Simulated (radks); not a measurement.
Values are calculated unless marked as measured or tabulated.
Isoelectronic series with 12 electrons, all held in the configuration [Ne] 3s2, which need not be the ground one along the series. Level of theory: non-relativistic Kohn-Sham, PBE, spin-unpolarised, spherical densities, point nucleus (a radial shooting solver on a logarithmic mesh with Libxc functionals). Total energies (hartree) and mean radii <r> (bohr):

| ion | E (hartree) | 3s | 2p | 2s | 1s |
|---|---|---|---|---|---|
| Mg | -199.95512 | 3.155 | 0.6897 | 0.6989 | 0.1309 |
| Al+ | -242.01288 | 2.381 | 0.6034 | 0.6276 | 0.1205 |
| Si2+ | -288.32973 | 1.956 | 0.5367 | 0.5691 | 0.1116 |
| P3+ | -338.89162 | 1.674 | 0.4836 | 0.5203 | 0.1040 |
| S4+ | -393.69128 | 1.471 | 0.4402 | 0.4791 | 0.09728 |
| Cl5+ | -452.72444 | 1.314 | 0.4040 | 0.4439 | 0.09140 |
| Ar6+ | -515.98832 | 1.190 | 0.3734 | 0.4134 | 0.08618 |
| K7+ | -583.48102 | 1.089 | 0.3472 | 0.3868 | 0.08152 |
| Ca8+ | -655.20120 | 1.004 | 0.3244 | 0.3635 | 0.07734 |
| Sc9+ | -731.14785 | 0.9315 | 0.3045 | 0.3428 | 0.07357 |
| Ti10+ | -811.32023 | 0.8693 | 0.2869 | 0.3243 | 0.07014 |
| V11+ | -895.71775 | 0.8152 | 0.2712 | 0.3077 | 0.06702 |
| Cr12+ | -984.33995 | 0.7675 | 0.2572 | 0.2927 | 0.06416 |
| Mn13+ | -1077.18647 | 0.7253 | 0.2445 | 0.2791 | 0.06154 |
| Fe14+ | -1174.25702 | 0.6876 | 0.2331 | 0.2667 | 0.05912 |
| Co15+ | -1275.55135 | 0.6536 | 0.2226 | 0.2553 | 0.05689 |
| Ni16+ | -1381.06927 | 0.6229 | 0.2131 | 0.2449 | 0.05481 |
| Cu17+ | -1490.81060 | 0.5950 | 0.2043 | 0.2353 | 0.05289 |
| Zn18+ | -1604.77520 | 0.5695 | 0.1963 | 0.2264 | 0.05109 |
| Ga19+ | -1722.96296 | 0.5462 | 0.1889 | 0.2182 | 0.04941 |
| Ge20+ | -1845.37378 | 0.5247 | 0.1820 | 0.2106 | 0.04784 |
| As21+ | -1972.00757 | 0.5049 | 0.1756 | 0.2034 | 0.04636 |
| Se22+ | -2102.86424 | 0.4865 | 0.1696 | 0.1967 | 0.04497 |
